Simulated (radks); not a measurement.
All-electron atom: a nucleus of charge 13.75 with 11 electrons in [Ne] 3s1. Method: non-relativistic Kohn-Sham, PBE, spin-polarised, spherical densities, point nucleus; open shells are filled with parallel spins first; computed with a radial shooting solver on a logarithmic mesh with Libxc functionals.

Normalised radial functions P(r) = r R(r), r in bohr:

```
   r/bohr * 2s down, o 3s up (the largest magnitude, 1.34, reaches the edge; | marks zero, & curves that meet)
 0.007423                             |o  *
 0.009362                             |o  *
   0.0119                             | o  *
  0.01501                             | o   *
  0.01908                             |  o    *
  0.02406                             |  o     *
  0.03059                             |  o      *
  0.03889                             |   o       *
  0.04904                             |   o       *
  0.06234                             |   o        *
  0.07862                             |   o       *
  0.09995                             |  o     *
    0.126                             | o  *
   0.1602                            *o
   0.2021                     *    o  |
   0.2569             *         o     |
   0.3266      *              o       |
   0.4118  *                  o       |
   0.5236  *                    o     |
   0.6603      *                    o |
   0.8394            *                |   o
    1.059                   *         |         o
    1.346                        *    |             o
    1.697                           * |               o
    2.157                             *             o
    2.743                             *         o
    3.459                             *    o
    4.397                             * o
    5.545                             &
```

2s down: eigenvalue -162.58 eV, 1 radial node at r = 0.156 bohr, <r> = 0.581 bohr, 90 % of the charge inside 0.915 bohr. 3s up: eigenvalue -36.043 eV, 2 radial nodes at r = 0.152, 0.731 bohr, <r> = 1.92 bohr, 90 % of the charge inside 2.84 bohr.
